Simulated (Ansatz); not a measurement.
The cluster Ge₁₂Mo, 13 atoms. Hardware: 2 threads of AMD EPYC 7R13 on a shared host and a share (18 GiB) of an NVIDIA H100 80GB HBM3.

In the def2 sets Mo takes a core potential; there is no spin–orbit coupling. Correlated methods freeze 108 core orbitals; core or outer-core shells of Mo, Ge are correlated, in sets that lack core-valence functions. Single mean-field runs in def2-SVP, def2-TZVP are fitted with def2-universal-jkfit.

Problem. How many basis functions does each of these Ansatz runs have, and roughly what does it cost? RPA@PBE/def2-SVP, charge 0 singlet, energy, from earlier orbitals; PBE0-D4/def2-SVP, charge 0 singlet, energy, from earlier orbitals; PBE-D4/def2-SVP, charge 0 singlet, relaxation, 16 steps; MP2/def2-SVP, charge 0 singlet, energy, from earlier orbitals; r2SCAN-D4/def2-TZVP, charge 0 singlet, energy, from earlier orbitals; LDA (SPW92)/def2-TZVP, charge 0 singlet, energy, from earlier orbitals; PBE-D4/def2-TZVP, charge 0 singlet, energy and forces, from earlier orbitals; PBE0-D4/def2-TZVP, charge 0 singlet, energy, from earlier orbitals; PBE-D4/def2-SVP, charge 0 singlet, energy, from earlier orbitals.

Solution. Other jobs shared the machine, so times can vary by a factor of up to 3.

```csv
run,functions,fitting or Cholesky vectors,wall time,peak host memory (GiB)
"PBE-D4/def2-SVP, charge 0 singlet, energy, from earlier orbitals",415,3447,3.6 s,0.99
"LDA (SPW92)/def2-TZVP, charge 0 singlet, energy, from earlier orbitals",616,3447,4.3 s,1.1
"PBE0-D4/def2-SVP, charge 0 singlet, energy, from earlier orbitals",415,3447,4.3 s,0.98
"PBE-D4/def2-TZVP, charge 0 singlet, energy and forces, from earlier orbitals",616,3447,6 s,1.2
"PBE0-D4/def2-TZVP, charge 0 singlet, energy, from earlier orbitals",616,3447,7 s,1.1
"r2SCAN-D4/def2-TZVP, charge 0 singlet, energy, from earlier orbitals",616,3447,7 s,1.1
"RPA@PBE/def2-SVP, charge 0 singlet, energy, from earlier orbitals",415,4083,8.5 s,2.6
"MP2/def2-SVP, charge 0 singlet, energy, from earlier orbitals",415,4083,10 s,1.2
"PBE-D4/def2-SVP, charge 0 singlet, relaxation, 16 steps",415,3447,60 s,1
```
